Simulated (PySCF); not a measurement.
OsO4, SMILES [O]=[Os](=[O])(=[O])=[O], multiplicity 1.

Geometry optimised at B3LYP-D3(BJ)/def2-SVP. The spin state was assumed, not searched. The isomer is the one that the SMILES or the coordinates give; other isomers of the formula were not compared. The def2 effective core potentials stand for the cores of Os; spin–orbit coupling is left out.

Calculation: TDA-M06-2X/def2-SVPD in PySCF.

Vertical excitations; the highest root listed may be one member of a degenerate set. The molecule is in vacuum. State labels are in the subgroup D2.

```
state  symmetry  energy (eV)  λ (nm)      f                                                                main pairs
-----  --------  -----------  ------  -----  ------------------------------------------------------------------------
S1           B3         3.93     315  0.000                                                HOMO→LUMO (degenerate set)
S2           B2         3.93     315  0.000                               HOMO−1→LUMO+1, HOMO−1→LUMO (degenerate set)
S3           B1         3.93     315  0.000                               HOMO−2→LUMO+1, HOMO−2→LUMO (degenerate set)
S4           B2         4.45     279  0.005   HOMO−4→LUMO+1, HOMO−1→LUMO, HOMO−4→LUMO, HOMO−1→LUMO+1 (degenerate set)
S5           B1         4.45     279  0.005   HOMO−5→LUMO+1, HOMO−2→LUMO, HOMO−5→LUMO, HOMO−2→LUMO+1 (degenerate set)
S6           B3         4.45     279  0.005                                 HOMO−3→LUMO, HOMO→LUMO+1 (degenerate set)
S7           B3         4.60     269  0.000                                            HOMO−3→LUMO+1 (degenerate set)
S8           B1         4.60     269  0.000                               HOMO−5→LUMO, HOMO−5→LUMO+1 (degenerate set)
S9           B2         4.60     269  0.000                               HOMO−4→LUMO, HOMO−4→LUMO+1 (degenerate set)
S10          B3         5.81     213  0.035  HOMO−3→LUMO 35 %, HOMO→LUMO+1 35 %, HOMO−1→LUMO+2 7 %, HOMO−2→LUMO+3 7 %
T1           B2         3.35     371      0                               HOMO−1→LUMO, HOMO−1→LUMO+1 (degenerate set)
T2           B3         3.35     371      0                                              HOMO→LUMO+1 (degenerate set)
T3           B1         3.35     371      0                               HOMO−2→LUMO, HOMO−2→LUMO+1 (degenerate set)
T4           B2         3.71     334      0                                      HOMO−1→LUMO+1 60 %, HOMO−1→LUMO 35 %
```
Triplets are in the Tamm–Dancoff approximation.
